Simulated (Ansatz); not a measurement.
Calculated with Ansatz (gas phase, PBE0-D4/def2-TZVP geometries, no zero-point term in ΔE). CCSD(T)/CBS adds triple-zeta CCSD(T) − MP2 to the extrapolated MP2 energy (def2 sets, frozen cores). This one scheme is used for every species. One conformer a species, not always the lowest.

Consider the formal exchange of groups at a B–O bond: `CNBO` + CH₃NH₂ → `CNBCN` + H₂O.

| species | CCSD(T)/CBS(def2) energy (Eh) |
| --- | --- |
| `CNBO` | -196.42143 |
| CH₃NH₂ | -95.75281 |
| `CNBCN` | -215.75013 |
| H₂O | -76.37941 |

Task: Work out ΔE.

Result: ΔE = (-215.75013) + (-76.37941) − (-196.42143) − (-95.75281) = 0.04470 Eh = +117.4 kJ/mol.

Largest T1 diagnostic among the species: 0.012.

The D4 term adds −5.3 kJ/mol with B3LYP and −3.1 kJ/mol with PBE0; it sums over pairs of atoms, weighted by their polarisabilities, and B3LYP, whose exchange is more repulsive, gets the larger term. In def2-TZVPP, CCSD(T) changes the Hartree–Fock value by −20.0 kJ/mol (the triples alone add −2.1 kJ/mol) and MP2 by −19.4 kJ/mol.

B3LYP here is the variant with VWN-RPA as its local correlation; programs differ in this.
